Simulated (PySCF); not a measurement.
# Stationary points of YSCl

Level of theory: PBE0 in PySCF with Y def2-TZVP with ECP28, S def2-TZVP, Cl def2-TZVP; scalar-relativistic core potentials, no spin–orbit coupling; density-fitted integrals.

Relaxations began from a few typed shapes. The search is not exhaustive: other isomers or separated fragments can lie lower, and high-lying points may rest on an excited occupation.

**Question.** Order these stationary points by electronic energy, lowest first, in kJ/mol from the lowest minimum.
A. singlet Cs: Y–Cl 2.456 Å, Y–S 2.287 Å; Cl–Y–S 118.1°
B. singlet C∞v: Y–Cl 2.545 Å, Y–S 2.315 Å; Cl–Y–S 180.0°

**Answer.** A (0.0), B (35.4).

**Question.** Which of them are minima?

**Answer.** By energy in kJ/mol, 0.0: minimum; 35.4: saddle point, 2 imaginary modes.

Formally Y is in oxidation state +3, d0. The polar-tensor charge on Y, 1.60, is far below the formal one.
